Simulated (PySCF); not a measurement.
## UHF on As²⁺ (arsenic, charge +2)

Configuration: [Ar] 3d10 4s2 4p1, 2P determinant. Calculation: PySCF 2.14, in aug-cc-pVQZ-PP with ECP10MDF; a scalar-relativistic core potential.

| Item | Value |
| --- | --- |
| Total energy | -330.204648 hartree |
| One-electron energy | -569.4146 hartree |
| Hartree (Coulomb) energy | 264.3658 hartree |
| Exchange energy | -25.1559 hartree |
| ⟨S²⟩ | 0.7588 |
| ⟨L²⟩ | 2.027 |
| Sum of ⟨r⟩ | 17.44 bohr |
| Sum of ⟨r²⟩ | 22.08 bohr² |
| Traceless quadrupole moment −½Σ⟨3z² − r²⟩ along its main axis | -2.20 e·bohr² |

```
shell  electrons  mean orbital energy (eV)  spread (eV)  rms radius, mean of both spins (bohr)
 3s α          1                   -241.85            0                                  0.641
 3s β          1                   -241.65            0                                  0.641
 3p α          3                   -185.01        0.006                                  0.668
 3p β          3                   -184.77        0.679                                  0.668
 3d α          5                   -78.100        0.340                                  0.740
 3d β          5                   -77.952        0.655                                  0.740
 4s α          1                   -38.965            0                                   1.97
 4s β          1                   -36.204            0                                   1.97
 4p α          1                   -27.819            0                                   2.31
```

Energies and moments cover only the electrons outside the core potential.
